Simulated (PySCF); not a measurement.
Structure problem from calculated spectra and properties.

Elements present: B, C, H, N and P. Monoisotopic mass: 87.0409 u.

| Quantity | Value |
| --- | --- |
| UV, first state | lowest singlet excitation: 6.82 eV (182 nm, f = 0.006) [TDDFT CAM-B3LYP/def2-SVPD] |
| 13C NMR | chemical shifts (computed TMS as zero) by class: 123.9 (1 C), 0.5 (1 C) ppm [GIAO KT3/pcSseg-2] |
| Triplet | lowest triplet excitation (Tamm–Dancoff): 5.89 eV [TDA CAM-B3LYP/def2-SVPD] |
| Dipole | 6.59 D [CAM-B3LYP/def2-SVPD] |
| 1H NMR | chemical shifts (computed TMS as zero) by class: 4.18 (3 H), 2.50 (1 H), 0.14 (3 H) ppm [GIAO KT3/pcSseg-2] |
| XPS | P2p3/2 138.8, B1s 195.2, C1s 289.9, C1s 290.9, N1s 404.0, P1s 2152.4 eV [ΔSCF SCAN, pcX-2 on the ionised atom, pcseg-1 elsewhere, spin-free X2C, 2p3/2 from a spin–orbit splitting computed afterwards within the 2p shell] |
| Rotational structure | rotational constants A, B, C: 4.610, 2.838, 1.908 GHz [PBE0-D3(BJ)/def2-SVP] |
| NMR, other nuclei | isotropic shieldings of nuclei other than C and H, by class: 134 (1 B), -53 (1 N), 454 (1 P) ppm [GIAO KT3/pcSseg-2] |

The electronic properties come from PySCF, for the isolated species, density fitting. Levels stand in brackets. Geometry: PBE0-D3(BJ)/def2-SVP; no solvent, vibrations or thermal averaging. NMR classes are plain means over equivalent atoms (diastereotopic ones count apart unless rotation or inversion swaps them), as if these changed places fast.

Task: Which formula fits the mass and the elements?

Result: C2H7BNP (calculated 87.0409). No other formula that holds each of these elements comes within 0.0003 u with a fitting electron parity and a possible valence count.

Task: What is the compound? Reason from the data.

Result: Numbering: `[CH3:1][B@@H-:2]([PH3+:3])[C:4]#[N:5]`. 2 carbons fall into 2 classes; from least to most shielded: cyano carbon [C4] (123.9 ppm), sp3 carbon bound to boron [C1] (0.5 ppm). Hydrogen classes from least to most shielded: 3 H on a phosphorus bonded to B and 3 H, P3 (4.18 ppm), 1 H on a four-coordinate boron, B2 (2.50 ppm), 3 H on an sp3 carbon bound to boron, C1 (0.14 ppm, a mean of values up to 0.8 ppm apart in this geometry). The other shieldings belong to: 134 ppm, four-coordinate boron [B2]; -53 ppm, cyano nitrogen [N5]; 454 ppm, phosphorus bonded to B and 3 H [P3]. The core levels belong to: P2p3/2 138.8 eV, phosphorus bonded to B and 3 H [P3]; B1s 195.2 eV, four-coordinate boron [B2]; C1s 289.9 eV, sp3 carbon bound to boron [C1]; C1s 290.9 eV, cyano carbon [C4]; N1s 404.0 eV, cyano nitrogen [N5]; P1s 2152.4 eV, phosphorus bonded to B and 3 H [P3]. The optimised geometry has point group C1 and is an asymmetric top. Structure: `C[B@@H-]([PH3+])C#N`. Computed isomers that give other values at the same levels: `CC#[N+][BH2-]P` (lowest singlet excitation: 4.93 eV (252 nm, f = 0.001)). The assignments are read from this structure; whether some other isomer fits the data as well wasn't checked. The mirror image fits equally.
